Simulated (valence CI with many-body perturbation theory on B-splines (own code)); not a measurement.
E1 transitions of Cs⁴²⁺

Computed by configuration interaction combined with many-body perturbation theory (CI+MBPT): three valence electrons over a frozen Dirac-Fock core [Ne], a basis of 11 s, 11 p, 10 d, 8 f, 5 g, 2 h functions for each j, with the one-electron correlation potential Σ1, the two-electron term Σ2, the three-electron term Σ3, Breit, model QED; selected CI, second order for the rest, scaled by the run's own slope (own B-spline code, finite nucleus).

The last digits are not significant, and no measured levels were compared; by estimate large intervals hold to a few tenths of a per cent, small ones and those within an open d or f shell to about a per cent.

Lines 101 to 150 of 575 in falling wavelength, among levels below 12699 × 10³ cm⁻¹, chosen from the strongest by gf and those to the six lowest levels. Wavelengths and rates use the calculated energies. Electric multipoles are in the length gauge, E1 and E2 with the static RPA response of the core. Weak lines are less certain than strong ones. Lines between different terms over intervals too small for the method are left out, as are lines whose strength nearly cancels. The highest levels of a list are the least certain.

Levels are named by their leading jj configuration (3d3/2^4 stands for four electrons in 3d with j = 3/2), which in mixed levels can hold well under half, so a name can repeat and another be missing. Letters in brackets count levels of one name in rising energy.

```csv
λ vac (nm),Upper,Lower,A (s⁻¹),log gf,Branch %
7.565,(3s 3p1/2 3d5/2) J=5/2 [b],(3s 3p1/2 3p3/2) J=3/2 [b],2.22e+10,-0.94,26.2
7.564,(3p3/2 3d5/2^2) J=9/2,(3p3/2^2 3d3/2) J=7/2,1.22e+11,0.02,33.1
7.546,(3d3/2 3d5/2^2) J=7/2 [b],(3p3/2 3d3/2 3d5/2) J=5/2 [c],4.26e+10,-0.54,10.4
7.514,(3p3/2 3d3/2 3d5/2) J=9/2 [b],(3p3/2^2 3d5/2) J=7/2,1.70e+11,0.16,35.6
7.511,(3d3/2 3d5/2^2) J=5/2 [a],(3p3/2 3d3/2 3d5/2) J=3/2 [c],6.60e+10,-0.48,13.4
7.502,(3s 3d5/2^2) J=9/2,(3s 3p3/2 3d5/2) J=7/2 [a],6.20e+10,-0.28,27.0
7.500,(3d3/2 3d5/2^2) J=7/2 [b],(3p3/2 3d5/2^2) J=7/2 [a],4.86e+10,-0.48,11.9
7.497,(3s 3p1/2 3d5/2) J=3/2,(3s 3p1/2 3p3/2) J=3/2 [b],7.45e+09,-1.60,3.5
7.494,(3d3/2^2 3d5/2) J=5/2 [b],(3p3/2 3d3/2 3d5/2) J=3/2 [b],4.39e+10,-0.65,7.6
7.487,(3s 3p1/2 3d5/2) J=5/2 [a],(3s 3p1/2 3p3/2) J=5/2,1.32e+09,-2.18,1.5
7.481,(3d5/2^3) J=9/2,(3p3/2 3d3/2 3d5/2) J=9/2 [b],3.71e+10,-0.51,14.0
7.478,(3d3/2 3d5/2^2) J=7/2 [a],(3p3/2 3d3/2 3d5/2) J=5/2 [b],5.51e+10,-0.43,12.8
7.477,(3d3/2^2 3d5/2) J=9/2,(3p3/2 3d3/2 3d5/2) J=9/2 [a],2.70e+10,-0.65,5.5
7.445,(3d3/2 3d5/2^2) J=9/2,(3p3/2 3d3/2 3d5/2) J=7/2 [b],1.23e+10,-0.99,3.3
7.415,(3p3/2 3d3/2 3d5/2) J=7/2 [c],(3p3/2^2 3d3/2) J=5/2,1.39e+11,-0.04,27.9
7.412,(3d3/2 3d5/2^2) J=3/2 [b],(3p3/2 3d3/2 3d5/2) J=1/2 [b],8.75e+10,-0.54,21.8
7.407,(3p3/2 3d3/2 3d5/2) J=3/2 [d],(3p3/2^2 3d3/2) J=3/2 [b],4.20e+10,-0.86,6.2
7.396,(3s^2 3d5/2) J=5/2,(3s^2 3p3/2) J=3/2,2.06e+10,-0.99,100.0
7.396,(3p1/2 3d5/2^2) J=5/2,(3p1/2 3p3/2 3d5/2) J=7/2 [b],2.50e+10,-0.91,15.0
7.393,(3d3/2^2 3d5/2) J=7/2,(3p3/2 3d3/2^2) J=7/2,3.00e+10,-0.71,5.7
7.373,(3d3/2^2 3d5/2) J=5/2 [a],(3p3/2 3d3/2^2) J=3/2,5.15e+10,-0.60,8.9
7.369,(3d5/2^3) J=5/2,(3p3/2 3d5/2^2) J=5/2 [b],1.10e+11,-0.27,29.9
7.360,(3p1/2 3d3/2 3d5/2) J=5/2 [a],(3p1/2 3p3/2 3d3/2) J=3/2 [a],3.58e+10,-0.76,25.9
7.356,(3s 3d5/2^2) J=7/2,(3s 3p3/2 3d3/2) J=5/2 [b],1.66e+10,-0.97,8.1
7.344,(3d3/2^2 3d5/2) J=9/2,(3p3/2 3d3/2^2) J=7/2,9.75e+10,-0.10,20.0
7.341,(3p3/2 3d3/2 3d5/2) J=5/2 [d],(3p3/2^2 3d3/2) J=3/2 [b],1.37e+11,-0.18,25.8
7.303,(3p1/2 3d3/2 3d5/2) J=5/2 [b],(3p1/2 3p3/2 3d3/2) J=3/2 [b],2.67e+10,-0.89,6.0
7.298,(3p3/2 3d5/2^2) J=7/2 [a],(3p3/2^2 3d5/2) J=9/2,2.05e+10,-0.88,5.5
7.293,(3d3/2^2 3d5/2) J=7/2,(3p3/2 3d3/2^2) J=5/2,8.61e+10,-0.26,16.3
7.291,(3p1/2 3d3/2 3d5/2) J=7/2 [a],(3p1/2 3p3/2 3d3/2) J=5/2 [a],4.18e+10,-0.57,43.4
7.288,(3d5/2^3) J=5/2,(3p3/2 3d5/2^2) J=7/2 [b],6.15e+10,-0.53,16.7
7.249,(3p1/2 3d3/2 3d5/2) J=7/2 [b],(3p1/2 3p3/2 3d3/2) J=5/2 [b],8.32e+10,-0.28,25.4
7.249,(3p3/2 3d3/2 3d5/2) J=1/2 [b],(3p3/2^2 3d5/2) J=1/2,1.23e+11,-0.71,20.6
7.243,(3d5/2^3) J=3/2,(3p3/2 3d5/2^2) J=1/2,6.08e+10,-0.72,15.1
7.235,(3s 3d3/2 3d5/2) J=5/2 [b],(3s 3p3/2 3d5/2) J=3/2 [a],2.26e+10,-0.97,4.9
7.232,(3d3/2^2 3d5/2) J=5/2 [b],(3p3/2 3d3/2 3d5/2) J=5/2 [a],2.88e+10,-0.87,5.0
7.223,(3p1/2 3p3/2 3d5/2) J=1/2,(3p1/2 3p3/2^2) J=1/2,1.26e+11,-0.70,50.8
7.217,(3p3/2 3d3/2 3d5/2) J=5/2 [c],(3p3/2^2 3d3/2) J=7/2,2.95e+10,-0.86,5.1
7.215,(3p1/2 3p3/2 3d5/2) J=7/2 [b],(3p1/2 3p3/2^2) J=5/2,1.23e+11,-0.12,60.7
7.209,(3p1/2 3p3/2 3d5/2) J=5/2 [b],(3p1/2 3p3/2^2) J=3/2,1.99e+11,-0.03,54.3
7.208,(3s 3d3/2 3d5/2) J=7/2 [a],(3s 3p3/2 3d3/2) J=5/2 [a],7.62e+10,-0.32,19.9
7.206,(3p3/2 3d3/2 3d5/2) J=5/2 [b],(3s 3d5/2^2) J=5/2,3.25e+10,-0.82,6.1
7.204,(3p1/2^2 3d5/2) J=5/2,(3p1/2^2 3p3/2) J=3/2,3.42e+10,-0.80,28.8
7.203,(3s 3p1/2 3d5/2) J=7/2,(3s 3p1/2 3p3/2) J=5/2,4.47e+10,-0.56,84.8
7.201,(3d3/2 3d5/2^2) J=7/2 [b],(3p3/2 3d5/2^2) J=9/2,2.72e+10,-0.77,6.7
7.195,(3d3/2 3d5/2^2) J=3/2 [a],(3p3/2 3d3/2 3d5/2) J=3/2 [b],6.52e+10,-0.69,13.6
7.191,(3p1/2 3d3/2 3d5/2) J=7/2 [b],(3p1/2 3p3/2 3d5/2) J=7/2 [a],3.80e+10,-0.63,11.6
7.190,(3p1/2 3d3/2 3d5/2) J=3/2 [b],(3p1/2 3p3/2 3d3/2) J=1/2 [b],3.63e+10,-0.95,7.8
7.188,(3s 3p3/2 3d5/2) J=7/2 [a],(3s 3p3/2^2) J=5/2,2.64e+10,-0.79,14.4
7.184,(3p3/2^2 3d5/2) J=5/2 [b],(3p3/2^3) J=3/2,2.48e+11,0.06,39.1
```

Question: How does gf follow from A for the line at 7.291 nm?

Answer: gf = 1.4992 × (2J+1)_upper × A / σ², with σ = 1371637 cm⁻¹ and 2J+1 = 8: gf = 0.266.
